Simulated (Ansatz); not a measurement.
Gas-phase electronic energies from Ansatz, PBE0-D4/def2-TZVP geometries. CCSD(T)/CBS adds triple-zeta CCSD(T) − MP2 to the extrapolated MP2 energy (def2 sets, frozen cores). This one scheme is used for every species. DFT in def2-TZVPP. HSE06 is defined as in plane-wave codes.

`C[SiH](F)Cl` → `C[Si]Cl` + H–F  (silylene formation by 1,1-elimination)

| level | ΔE (kJ/mol) | difference from CCSD(T)/CBS |
| --- | --- | --- |
| PBE-D4 | 321.2 | -14.7 |
| revPBE-D4 | 314.4 | -21.5 |
| BLYP-D4 | 315.1 | -20.8 |
| r2SCAN-D4 | 356.0 | 20.1 |
| PBE0-D4 | 337.4 | 1.5 |
| HSE06-D4 | 336.7 | 0.8 |
| BHLYP-D4 | 351.9 | 16.0 |
| ωB97M-V | 334.4 | -1.5 |
| PBE | 317.5 | -18.4 |
| revPBE | 303.9 | -32.0 |
| r2SCAN | 355.0 | 19.1 |
| HF/def2-SVP | 336.3 | 0.4 |
| CCSD/def2-SVP | 322.3 | -13.6 |
| SCS-MP2/def2-QZVPP | 346.9 | 11.0 |
| HF/CBS(def2) | 353.2 | 17.3 |
| MP2/CBS(def2) | 351.0 | 15.1 |
| CCSD(T)/CBS | 335.9 | 0 |

Q: What do rigid-rotor, harmonic-oscillator terms from PBE0-D4/def2-TZVP frequencies (298.15 K, 1 bar) make of the CCSD(T)/CBS value? (An estimate is asked.)

A: The calculation gave: ΔZPE = -10.5 kJ/mol, ΔH = +331.7 kJ/mol, ΔS = 153 J/(mol·K), ΔG = +286.0 kJ/mol.

Largest T1 diagnostic among the species: 0.012.

Leaving LDA and LC-ωPBE aside and taking each functional with its dispersion term where it has one, the values, not all of them listed here, spread over 45.3 kJ/mol, from revPBE-D4 to r2SCAN0-D4. LDA lies +28.9 kJ/mol from PBE without D4. At CCSD(T), def2-SVP lies −14.9 kJ/mol from the extrapolated value and def2-TZVPP −2.9 kJ/mol.
